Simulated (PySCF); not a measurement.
A GIAO shielding run with PySCF (density fitting, non-relativistic, gas phase) on SMILES [CH2]1CC[C@@H](N([SiH3])[SiH3])[AlH]1, C$_{4}$H$_{14}$AlNSi$_{2}$:

```
$ OMP_NUM_THREADS=1 python probes_run.py task.json out

{"job": {"kind": "nmr", "xc": "PBE0", "basis": "pcSseg-1"}, "charge": 0, "multiplicity": 1}
Si     2.659580    -1.376023    -0.352398
N      1.453605    -0.239077     0.190791
Si     1.666436     1.449474     0.455906
C      0.035313    -0.664812     0.257450
C     -0.768569    -0.409701    -1.034265
C     -2.265923    -0.253003    -0.729634
C     -2.503420     0.830881     0.343331
Al    -1.028712     0.406752     1.582098
H      2.438994    -1.826701    -1.763288
H      3.991163    -0.702088    -0.262479
H      2.642611    -2.592835     0.517044
H      0.503605     1.809519     1.388739
H      1.477952     2.361448    -0.714911
H      2.950623     1.794226     1.130585
H      0.002222    -1.744335     0.500717
H     -0.601069    -1.189337    -1.798354
H     -0.408728     0.535088    -1.483454
H     -2.816012    -0.041747    -1.663081
H     -2.658686    -1.222656    -0.369692
H     -2.387914     1.835736    -0.103644
H     -3.524339     0.795125     0.755515
H     -0.912272     0.453357     3.169366
```

Hardware: 1 thread of an Arm Neoverse N1, shared host. The job also computes population analyses, field gradients, ring-centre shieldings.

(1) How large is the calculation?

(2) How long does it take, and how much memory does it need?

## Answers

(1) 86 electrons, 227 basis functions and 1243 auxiliary functions.

(2) 92 s of wall time, with 13 SCF cycles and 5 response iterations; peak memory 1 GiB. Times on a shared host scatter by some tens of per cent.
